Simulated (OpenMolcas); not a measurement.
**Potential curves of AlGe: spin-free states**

Computed with OpenMolcas 26.06: state-averaged CASSCF(7,8) over Ge 4s 4p, Al 3s 3p, XMS-CASPT2 (IPEA 0.25, imaginary shift 0.2 hartree), scalar X2C, ANO-RCC-VTZP, then RASSI spin–orbit state interaction with atomic mean-field integrals. C2 symmetry about the axis (a holds Σ, Δ, Γ; b holds Π, Φ, H; Σ⁺ and Σ⁻ are not told apart); roots by multiplicity and irrep: 4a 5, 2a 7, 2b 6, 4b 2.

XMS-CASPT2 energies in eV from the lowest point. Curves are followed by energy order within each symmetry, so they are adiabatic and may change character at avoided crossings; Σ⁺ and Σ⁻ are counted together.

| R (Å) | (1)4Σ | (1)2Π | (2)2Π | (1)4Π | (1)4Δ | (2)4Σ | (3)4Σ |
| --- | --- | --- | --- | --- | --- | --- | --- |
| 2.137 | 0.594 | 1.066 | 2.292 | 2.813 | 4.175 | 3.327 | 4.295 |
| 2.261 | 0.193 | 0.896 | 1.668 | 2.524 | 3.400 | 2.886 | 3.511 |
| 2.373 | 0.032 | 0.883 | 1.374 | 2.372 | 2.945 | 2.686 | 3.049 |
| 2.485 | 0.000 | 0.884 | 1.261 | 2.304 | 2.654 | 2.612 | 2.746 |
| 2.609 | 0.059 | 0.852 | 1.306 | 2.276 | 2.458 | 2.542 | 2.605 |
| 2.733 | 0.180 | 0.856 | 1.443 | 2.276 | 2.355 | 2.430 | 2.630 |
| 2.907 | 0.405 | 0.943 | 1.671 | 2.307 | 2.302 | 2.369 | 2.651 |
| 3.131 | 0.734 | 1.143 | 1.930 | 2.345 | 2.308 | 2.363 | 2.640 |
| 3.479 | 1.233 | 1.510 | 2.188 | 2.377 | 2.360 | 2.400 | 2.605 |
| 3.976 | 1.799 | 1.964 | 2.379 | 2.402 | 2.428 | 2.453 | 2.575 |
| 4.721 | 2.180 | 2.302 | 2.380 | 2.394 | 2.490 | 2.503 | 2.510 |

(1) With masses 73.921 and 26.982 u, fit the curves (1)4Σ near their minima.

Left out for impure symmetry, kinks or missing points, though low: (1)2Σ, (1)2Δ, (2)2Σ, (3)2Π, (3)2Σ, (4)2Σ, (2)2Δ. Only roots inside an energy window near the equilibrium distance were included, so the list of states is not complete; labels number the states computed. Each spin and symmetry block has orbitals of its own, averaged over its own roots, so gaps between blocks are less sure than gaps within one and near the minimum can be off by tenths of an eV, in bad cases by more. No Rydberg orbitals are active, so Rydberg states, and σ→σ* states whose orbital the CASSCF left unused, can be missing between those listed. CASPT2 splits the two components of degenerate states numerically, here by up to 85 cm⁻¹. At stretched bonds a block can hold a wrong CASSCF solution and miss its lowest state; points past a visible jump are left out. Points that failed a check (symmetry, reference weights, a jump) are left out.

Results:

(1) At XMS-CASPT2, Te from the lowest curve (the fit fixes ωe to a per cent or two; the method's Re and ωe can be off by some per cent):

```csv
curve,Te (cm⁻¹),Re (Å),ωe (cm⁻¹)
(1)4Σ,0,2.465,312.3
```
